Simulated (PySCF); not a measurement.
# Structure elucidation problem

An unknown has the formula C5H7FO2Si. Its calculated NMR data are:

$^{1}$H NMR (500 MHz, computed): δ 9.45 (m, 1H), 6.77 (m, 1H), 4.80 (m, 2H), 2.57 (s, 3H).

$^{13}$C{$^{1}$H} NMR (computed): δ 235.3, 213.1, 200.3, 126.0, 41.3.

Calculated, not measured (PySCF 2.14): GFN2-xTB geometry, shieldings: GIAO PBE0/pcSseg-1. No solvent, one averaged value for each set of equivalent atoms, a single conformation, no relativistic terms.

References, each an isolated molecule treated in the same way: $^{1}$H (σ = 31.72 ppm) and $^{13}$C (σ = 186.93 ppm) against TMS.

**Question.** Choose the structure that fits.
A. C=C1O[SiH2]C(F)=C[C@@H]1O
B. O=C1CC([SiH2]F)=CCO1
C. CC(=O)[SiH2]/C(F)=C\C=O
D. O=C1OCCC=C1[SiH2]F

**Answer.** C. 

- The formula gives 3 degrees of unsaturation (no ring in the answer).
- 5 carbon signals for 5 carbons: no two carbons are equivalent.
- Carbon types of the structure: 2 × C, 2 × CH, 1 × CH3, leaving 2 H on heteroatoms.
- δC 235.3: carbonyl carbon.
- δC 213.1: β carbon of a C=C–C=O unit; conjugation with the carbonyl draws π density from the β position.
- δC 200.3: aldehyde carbonyl carbon; low-lying n→π* states of the double bond to the heteroatom give a large paramagnetic term (-263 ppm).
- δC 126.0: α carbon of a C=C–C=O unit; an sp2 carbon of a C=C bond.
- δH 9.45: hydrogen on an aldehyde carbonyl carbon; the C=O anisotropy and electron withdrawal place aldehyde protons far downfield.

The others: C=C1O[SiH2]C(F)=C[C@@H]1O would give 6 signals for carbon-bound and other non-exchanging H, not 4; O=C1OCCC=C1[SiH2]F has carbons computed at 170.3, 163.3, 137.7, 67.8, 29.3, with a different DEPT pattern; O=C1CC([SiH2]F)=CCO1 has carbons computed at 172.3, 148.4, 147.3, 68.8, 39.4, with a different DEPT pattern.

Splittings by $^{19}$F in the carbon and heteronuclear signals aren't shown, as no couplings were computed. Shifts are as computed. Against solution values, carbons near 30 ppm lie about +3 ppm off and those near 130 ppm about +5 ppm. Of 1309 compounds with measured shifts, 239 miss one by over three times the rms of a fit or turn the order of signals round; such compounds aren't used in these exercises. Multiplicities follow the n + 1 count of equivalent neighbours, as no J values were calculated; m marks all less simple cases, F and P coupling included.
